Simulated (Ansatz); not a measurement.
**A family of molecules: the HOMO–LUMO gap**

One atom is swapped for its congeners: CHF2 (difluoromethyl radical) `F[CH]F`; CHBrF `F[CH]Br`; CHFI `F[CH]I`. The Cl member is missing. All are doublets with charge 0.

Shapes, held fixed at every level: PBE0-D4/def2-TZVP. Programs: Ansatz 0.2.0. Values in eV.

Task: How should the HOMO–LUMO gap change along the series?

Result: At wB97X-V/def2-TZVPP the HOMO–LUMO gap falls at every step, from 9.83 to 8.63 eV. Every level shows the same order. Open shells run unrestricted unless RO is named. For atoms past krypton def2 sets carry core potentials with scalar relativity. Relativity is left out for Br unless named. Orbital gaps aren't excitation energies, and the LUMO depends on the basis.

```
               level  CHF2  CHBrF  CHFI
    SPW92/def2-TZVPP  1.69   1.40  1.31
   PBE-D4/def2-TZVPP  2.29   1.90  1.78
r2SCAN-D4/def2-TZVPP  3.60   3.06  2.86
 B3LYP-D4/def2-TZVPP  4.48   3.88  3.66
 BHLYP-D4/def2-TZVPP  8.10   7.11  6.68
  wB97X-V/def2-TZVPP  9.83   8.99  8.63
```
